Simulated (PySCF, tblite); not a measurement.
Species: C7H9NOSi.
Z-matrix (Å and degrees, GFN2-xTB geometry), rows numbered from 1:
```
O 
C   1  1.2116
N   2  1.3335  1  126.75
C   3  1.4335  2  125.42  1     0.60
C   4  1.5162  3  118.19  2   106.80
C   5  1.3294  4   94.23  3  -132.35
C   6  1.5088  5   94.75  4     1.71
Si  7  1.8978  4  127.84  3    -0.08
C   7  1.5088  4   85.55  3  -124.06
C   9  1.3295  7   94.74  4     1.58
H   2  1.1050  1  120.92  3  -179.89
H   3  1.0100  2  119.30  1   179.71
H   5  1.0744  4  130.16  3    48.99
H   6  1.0729  5  134.61  4  -175.17
H   8  1.4852  7   99.64  4  -179.65
H   8  1.4550  7  111.10  4   -69.08
H   8  1.4548  7  111.34  4    69.77
H   9  1.0730  7  130.57  4  -175.49
H  10  1.0744  4  130.19  3   -49.02
```

The calculation used PBE0/pcSseg-1 in PySCF (dipole) on a GFN2-xTB geometry, gas phase.

Masses are those of the commonest isotopes; rigid-rotor values at the optimised geometry. The values belong to one conformer with, in the numbering `[O:1]=[CH:2][NH:3][C@:4]12[CH:5]=[CH:6][C@@:7]1([SiH3:8])[CH:9]=[CH:10]2`, O1–C2–N3–C4 1°, C2–N3–C4–C5 107°.

(1) Give the principal moments of inertia and the rotational constants in MHz.

(2) Classify the top.

(3) What does the inertial defect say?

(4) Give the other two planar moments, Paa and Pbb, and the rms extents of the mass along the axes.

(5) Predict some low-J microwave lines.

Answers

(1) Ia = 329.58, Ib = 370.87, Ic = 513.01 u·Å²; 505379 MHz·u·Å²/I gives A = 1533, B = 1363, C = 985.1 MHz.

(2) An asymmetric top: κ = (2 × 1363 − 1533 − 985.1)/(1533 − 985.1) = 0.38.

(3) Not planar: Δ = Ic − Ia − Ib = -187.44 u·Å². For a rigid frame Δ = −2 Σ m c², so Σ m c² = 93.72 u·Å² lies off the ab plane: 17.45 from hydrogen and 76.27 from heavier atoms. The atom farthest from that plane is 1.92 Å away.

(4) Paa = Σ m a² = (Ib + Ic − Ia)/2 = 277.15 and Pbb = Σ m b² = (Ia + Ic − Ib)/2 = 235.86 u·Å². With the mass M = 151.05 u, the rms extents √(P/M) along a, b and c are 1.35, 1.25, 0.79 Å.

(5) The dipole components are |μa| = 2.19 D, |μb| = 3.82 D, |μc| = 0.00 D; the mirror of this Cs structure is the ab plane, so μc vanishes by symmetry and there are no c-type lines. Intensities carry the squares of the components, which stand as 0.33 : 1.00 (a : b). Some lines, for components of 0.1 D or more:

```
type  branch         J(Ka,Kc)   MHz  lower level (cm⁻¹)
   b       Q  1(1,0) ← 1(0,1)   548               0.078
   b       Q  2(2,0) ← 2(1,1)   765               0.266
   a       Q  3(2,1) ← 3(2,2)   910               0.518
   a       Q  2(1,1) ← 2(1,2)  1133               0.228
   b       Q  3(3,0) ← 3(2,1)  1153               0.548
   b       Q  2(1,1) ← 2(0,2)  1179               0.227
   b       Q  2(2,1) ← 2(1,2)  1645               0.228
   b       Q  3(3,1) ← 3(2,2)  1927               0.518
   b       Q  3(1,2) ← 3(0,3)  2137               0.440
   b       Q  3(2,2) ← 3(1,3)  2340               0.440
   b       R  2(0,2) ← 1(1,1)  4272               0.084
   a       R  2(1,2) ← 1(1,1)  4318               0.084
   a       R  2(0,2) ← 1(0,1)  4443               0.078
   b       R  2(1,2) ← 1(0,1)  4489               0.078
   b       R  2(2,1) ← 1(1,0)  5585               0.097
   a       R  3(1,3) ← 2(1,2)  6348               0.228
   a       R  3(0,3) ← 2(0,2)  6386               0.227
   b       R  3(1,3) ← 2(0,2)  6394               0.227
   b       R  3(1,2) ← 2(2,1)  6831               0.283
   a       R  3(2,2) ← 2(2,1)  7043               0.283
   b       R  3(2,2) ← 2(1,1)  7556               0.266
   a       R  3(2,1) ← 2(2,0)  7701               0.291
   b       R  3(2,1) ← 2(1,2)  9599               0.228
```

Its GFN2-xTB frequencies are all real (lowest 19 cm⁻¹). These are rigid-rotor constants of the computed structure; measured ground-state constants (B0) also hold zero-point vibration. A rigid rotor knows nothing of internal rotation, which can split or shift real lines. Quadrupole hyperfine structure (14N) is left out.

Time: 61 s wall; peak memory 1.0 GiB. Hardware: one thread, Arm Neoverse V1 (aarch64), shared host with 32 logical CPUs at a one-minute load of 24. This is the PBE0/pcSseg-1 job that gave the dipole, with the shieldings it also computed.
